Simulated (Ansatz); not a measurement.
The same molecule with X = F, Cl, Br. Ansatz, PBE0-D4/def2-TZVP geometries, multiplicity 1. Each molecule was computed in one conformer, which needn't be the lowest.

Scalar relativity is left out up to krypton.

```tsv
X	molecule	mean X–Si bond length / Å	LUMO energy (B3LYP/def2-TZVPP) / eV	size of the dipole moment (ωB97M-V/def2-TZVPP) / D	HOMO–LUMO gap (PBE/def2-TZVPP) / eV
F	`C[SiH2][SiH2]F`	1.610	-0.70	1.48	5.49
Cl	`C[SiH2][SiH2]Cl`	2.071	-0.64	1.57	5.45
```

Question: Give the row for X = Br, `C[SiH2][SiH2]Br`. (Estimate.)

Answer: Ansatz gave: 
```json
{"X": "Br", "molecule": "`C[SiH2][SiH2]Br`", "mean X–Si bond length / Å": "2.239", "LUMO energy (B3LYP/def2-TZVPP) / eV": "-0.83", "size of the dipole moment (ωB97M-V/def2-TZVPP) / D": "1.71", "HOMO–LUMO gap (PBE/def2-TZVPP) / eV": "5.13"}
```

From F to Br the mean X–Si bond length rises at each step, by 0.629 Å in all; the LUMO energy (B3LYP/def2-TZVPP) isn't monotonic: highest at Cl, lowest at Br; the HOMO–LUMO gap (PBE/def2-TZVPP) falls at each step, by 0.36 eV in all. Bonds lengthen as the atom grows down the group. Dipoles are sizes alone, and their direction can turn along the series.

B3LYP here is the variant with VWN-RPA as its local correlation; programs differ in this.

Spin–orbit coupling is left out; it splits and shifts lone-pair levels of the heavy atoms by tenths of an eV.
